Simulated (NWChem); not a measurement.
System: SnH3O2F; SMILES [F][SnH]([OH])[OH]

```xyz
7

Sn    -0.0008    -0.0349    -0.2520
O     -0.2011    -1.8480     0.5448
O      1.6438     0.8441     0.4663
F     -1.4198     1.1258     0.4460
H     -0.1085    -0.1796    -1.9549
H      0.0294    -1.8146     1.4944
H      1.3586     1.6406     0.9589
```
Atoms are numbered in this order, from 1.

Computed with NWChem. Geometry: optimised at PBE-D3(BJ)/def2-SVP (def2 core potentials past Kr).

Question: Predict the results for PBE0/3-21G, non-relativistic. Quantities: highest occupied level (eV); orbital gap (eV); dipole (D).

Answer: 
```json
{
 "highest occupied level (eV)": "-8.12",
 "orbital gap (eV)": "7.29",
 "dipole (D)": "0.96"
}
```
